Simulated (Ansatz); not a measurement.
`C[CH2][Mg][Cl]` + NH₃ → `C[CH2][Mg][NH2]` + HCl at 700 K and 1 bar (ligand exchange at a Mg–Cl bond).

Calculated with Ansatz (gas phase, PBE0-D4/def2-TZVP geometries, no zero-point term in ΔE). CBS: MP2 limit from def2 TZ/QZ plus the TZ coupled-cluster correction, frozen cores. This one scheme is used for every species. For Mg outer-core shells are correlated without core-valence functions, which leaves a few kJ/mol of doubt a bond. Each species was taken in one conformer, which may not be the lowest.

```csv
species,CCSD(T)/CBS energy (Eh),H − E (kJ/mol),S (J/(mol·K))
`C[CH2][Mg][Cl]`,-738.85772,236.2,430.5
NH₃,-56.50880,116.9,226.5
`C[CH2][Mg][NH2]`,-334.92798,307.9,473.8
HCl,-460.38127,38.4,211.8
```

H − E and S are ideal-gas, rigid-rotor, harmonic terms from PBE0-D4/def2-TZVP, for one conformer and one mirror image of each species. 1 Eh = 2625.50 kJ/mol, R = 8.31446 J/(mol·K).

**Question.** By hand: ΔE, ΔH, ΔS and ΔG.

**Answer.** ΔE = (-334.92798) + (-460.38127) − (-738.85772) − (-56.50880) = 0.05727 Eh = 150.4 kJ/mol. Δ(H − E) = 307.9 + 38.4 − 236.2 − 116.9 = -6.8, so ΔH = 143.6 kJ/mol. ΔS = 473.8 + 211.8 − 430.5 − 226.5 = 28.6 J/(mol·K). ΔG = 143.6 − 700 × (28.6)/1000 = 123.6 kJ/mol.

**Question.** By hand: the equilibrium constant, and the temperature at which ΔG would vanish if ΔH and ΔS stayed fixed.

**Answer.** log₁₀ K = −ΔG/(RT ln 10) = -9.2. ΔG = 0 at ΔH/ΔS = 5021 K, far beyond where these terms or the molecules hold.

ΔH outweighs TΔS. A doubt of 5 kJ/mol in ΔE shifts log₁₀ K by 0.4 here. Other conformers and mirror images would add mixing entropy, several J/(mol·K) or more a flexible species. Modes under 60 cm⁻¹, often nearly free rotors, make the harmonic entropy too high. These are equilibria of isolated gas molecules and say nothing of rates. Largest T1 diagnostic: 0.009 (customary marks: 0.02 for closed shells, 0.045 for open ones).
